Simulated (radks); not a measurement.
Q: These are the eigenvalues of the occupied orbitals of an atom or ion with whole-number occupations (eV). All-electron calculation, non-relativistic Kohn-Sham, LDA (Slater exchange, Perdew-Wang correlation), spin-polarised, spherical densities, point nucleus. Program: a radial shooting solver on a logarithmic mesh with Libxc functionals.

1s: -12370.53
2s: -1647.539
2p: -1490.022
3s: -292.2346
3p: -237.8971
3d: -141.0249

Which element is it, and in what charge state? The configuration may be excited. Open shells, if any, are filled with parallel spins first.

A: Z = 34, selenium, charge +6: Se6+ in [Ar] 3d10. The list shows which subshells hold electrons but not how many an open one holds; the 1s level, -454.61 hartree, gives Z - s = 30.2 by -(Z - s)^2/2, which with screening narrows Z to a few neighbours, and the depths of the outer levels then fix element, charge and occupations together.
